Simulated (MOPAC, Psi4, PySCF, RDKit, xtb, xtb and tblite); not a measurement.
Internal rotation in C₈H₇N, SMILES C#Cc1cccc(N)c1. Scanned: dihedral C6–C7–N8–H14; all other coordinates were relaxed at GFN2-xTB.

Geometry of the scan point at 105° (Å):
```
16

C      3.1166    -1.8499     0.4671
C      2.1538    -1.1448     0.3377
C      1.0218    -0.3078     0.1810
C      1.1887     1.0468    -0.1107
C      0.0774     1.8509    -0.2706
C     -1.1962     1.3222    -0.1493
C     -1.3740    -0.0220     0.1704
N     -2.6525    -0.5970     0.3170
C     -0.2571    -0.8374     0.3152
H      3.9567    -2.4678     0.5819
H      2.1841     1.4526    -0.2127
H      0.2004     2.8976    -0.5085
H     -2.0610     1.9599    -0.2757
H     -2.9113    -1.1777    -0.4711
H     -3.3612     0.1253     0.4083
H     -0.3908    -1.8851     0.5387
```

Methods: GFN2-xTB (xtb and tblite); B3LYP/def2-SVP // GFN2-xTB (Psi4); B3LYP-D3(BJ)/def2-SVP // GFN2-xTB (Psi4); PBE/def2-SVP // GFN2-xTB (Psi4); PBE-D3(BJ)/def2-SVP // GFN2-xTB (Psi4); UFF // GFN2-xTB (RDKit); PM6, restricted, heats of formation // GFN2-xTB (MOPAC); GFN1-xTB // GFN2-xTB (xtb); RKS-B3LYP/6-31G* = restricted B3LYP/6-31G*, spherical d, density fitting // GFN2-xTB (PySCF).

Least-squares fit of E(φ) = a0 + Σ (a_n cos nφ + b_n sin nφ), n = 1 to 4, to the 24 scan points, in kcal/mol above the lowest point of each profile (levels whose profile four harmonics don't fit are not listed):

```csv
method,a0,a1,b1,a2,b2,a3,b3,a4,b4,rms of fit
GFN2-xTB,1.80,-0.11,0.00,-2.43,0.00,0.18,0.00,0.98,0.00,0.23
B3LYP/def2-SVP,1.53,-0.06,0.00,-2.10,0.00,0.10,0.00,0.87,0.00,0.20
B3LYP-D3(BJ)/def2-SVP,1.53,-0.06,0.00,-2.09,0.00,0.10,0.00,0.88,0.00,0.20
PBE/def2-SVP,1.68,-0.09,0.00,-2.33,0.00,0.14,0.00,0.97,0.00,0.23
PBE-D3(BJ)/def2-SVP,1.68,-0.09,0.00,-2.33,0.00,0.14,0.00,0.97,0.00,0.23
UFF,5.11,-0.13,0.00,-4.44,0.00,-0.06,0.00,0.32,0.00,0.43
PM6,1.21,-0.08,0.00,-1.54,0.00,0.14,0.00,0.62,0.00,0.13
GFN1-xTB,1.45,-0.05,0.00,-1.94,0.00,0.11,0.00,0.93,0.00,0.21
RKS-B3LYP/6-31G*,1.27,-0.04,0.00,-1.55,0.00,0.12,0.00,0.90,0.00,0.21
```
